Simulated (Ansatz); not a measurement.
CH2OSSi (SMILES O=C1[SiH2]S1), closed shell: a relaxation.

The input file, in.yaml:

```yaml
crystal:
  periodic: [false, false, false]
  atoms:
    - {symbol: O, position_ang: [-0.699008, -2.166406, 0.444897]}
    - {symbol: C, position_ang: [-0.453945, -1.007749, 0.193457]}
    - {symbol: Si, position_ang: [0.508102, 0.649858, 0.019764]}
    - {symbol: S, position_ang: [-1.337777, 0.142966, -0.809364]}
    - {symbol: H, position_ang: [1.563453, 0.722688, -0.920480]}
    - {symbol: H, position_ang: [0.366044, 1.542251, 1.134314]}
basis:
  gaussian: {orbitals: pcseg-2}
hamiltonian: {xc: pbe0, dispersion: d4}
relax: {f_tol: 0.002, max_steps: 30, max_displacement: 0.5}
```

Launched with

```bash
ansatz run in.yaml --threads 2 --pin off --events-out ev --progress --plain --max-ram 3481MiB
```

What Ansatz 0.2.0 printed:

```
Functional definition: PBE0
  name "PBE0"
  cite "Adamo & Barone, J. Chem. Phys. 110, 6158 (1999) doi:10.1063/1.478522"
  cite "Perdew, Burke & Ernzerhof, Phys. Rev. Lett. 77, 3865 (1996) doi:10.1103/PhysRevLett.77.3865"
  parent pbe
  parameter a = 0.25
  parameter kappa = 0.804
  parameter beta = 0.06672455060314922
  exchange = (1 - a)*pbe_x(kappa = kappa, mu = beta*pi^2/3) + a*exact_x
  correlation = pbe_c(beta = beta)
992 factors; their error is unknown
mean field evaluation 1: about -21814.8220 eV, gradient 5.1e1 eV
mean field evaluation 2: about -21775.8896 eV, gradient 1.3e2 eV
mean field evaluation 4: about -21819.7033 eV, gradient 1.6e1 eV
mean field evaluation 8: about -21820.2029 eV, gradient 1.6e-1 eV
mean field evaluation 16: about -21820.3076 eV, gradient 2.4e-4 eV
mean field -21820.30760569 eV, -801.8815141734 hartree, gradient 1.7e-5 eV, S^2 0.000000; 0 other end points of the search recorded, 0 dependent functions left out
the calculation of the forces begins
reference -21820.30763665 eV, -801.8815153111 hartree; 23, 23 occupied and 133, 133 virtual orbitals, 992 factors
relax step   1: F+E_penalty+E_count = -21820.43253504 eV  Δ(F+E_penalty+E_count) = +0.000e0 eV  max|allowed force component| = 1.862e0 eV/Å  Δτ_max = 0.0000 Å  (28 SCF iters, accepted)
relax step   2: F+E_penalty+E_count = -21820.66968719 eV  Δ(F+E_penalty+E_count) = -2.372e-1 eV  max|allowed force component| = 9.157e-1 eV/Å  Δτ_max = 0.1183 Å  (33 SCF iters, accepted)
relax step   3: F+E_penalty+E_count = -21820.71377469 eV  Δ(F+E_penalty+E_count) = -4.409e-2 eV  max|allowed force component| = 5.570e-1 eV/Å  Δτ_max = 0.0493 Å  (34 SCF iters, accepted)
relax step   4: F+E_penalty+E_count = -21820.72203191 eV  Δ(F+E_penalty+E_count) = -8.257e-3 eV  max|allowed force component| = 1.804e-1 eV/Å  Δτ_max = 0.0269 Å  (34 SCF iters, accepted)
relax step   5: F+E_penalty+E_count = -21820.72373474 eV  Δ(F+E_penalty+E_count) = -1.703e-3 eV  max|allowed force component| = 7.448e-2 eV/Å  Δτ_max = 0.0086 Å  (33 SCF iters, accepted)
relax step   6: F+E_penalty+E_count = -21820.72429038 eV  Δ(F+E_penalty+E_count) = -5.556e-4 eV  max|allowed force component| = 7.687e-2 eV/Å  Δτ_max = 0.0051 Å  (34 SCF iters, accepted)
relax step   7: F+E_penalty+E_count = -21820.72469055 eV  Δ(F+E_penalty+E_count) = -4.002e-4 eV  max|allowed force component| = 1.075e-2 eV/Å  Δτ_max = 0.0068 Å  (33 SCF iters, accepted)
relax step   8: F+E_penalty+E_count = -21820.72470393 eV  Δ(F+E_penalty+E_count) = -1.337e-5 eV  max|allowed force component| = 1.467e-2 eV/Å  Δτ_max = 0.0015 Å  (25 SCF iters, accepted)
relax step   9: F+E_penalty+E_count = -21820.72470801 eV  Δ(F+E_penalty+E_count) = -4.084e-6 eV  max|allowed force component| = 1.531e-3 eV/Å  Δτ_max = 0.0006 Å  (21 SCF iters, accepted)
Total energy: -21820.72473970 eV, -801.8968435654 hartree
Atom 0 at    -0.631546    -2.126795     0.494271 Å, force     0.000251    -0.001265     0.000661 eV/Å
Atom 1 at    -0.452737    -1.011064     0.151749 Å, force     0.000091     0.001531    -0.000724 eV/Å
Atom 2 at     0.424525     0.602503     0.010510 Å, force     0.000296    -0.000298     0.000590 eV/Å
Atom 3 at    -1.450321     0.151059    -0.882603 Å, force    -0.001409    -0.000084    -0.000708 eV/Å
Atom 4 at     1.607767     0.730476    -0.867801 Å, force     0.000315     0.000104     0.000317 eV/Å
Atom 5 at     0.449180     1.537429     1.156462 Å, force     0.000456     0.000012    -0.000135 eV/Å
Dipole moment:     0.379692     0.540841     0.001665 e Å

[the SCF lines of later steps are left out]
```

The lines “mean field evaluation” count trial sets of orbitals through the whole run, from several starts and some on an approximate energy, so they need not fall steadily or lie above the final value.

Hardware: 2 CPU threads of an Intel Xeon, shared host. Wall time about 56 s.
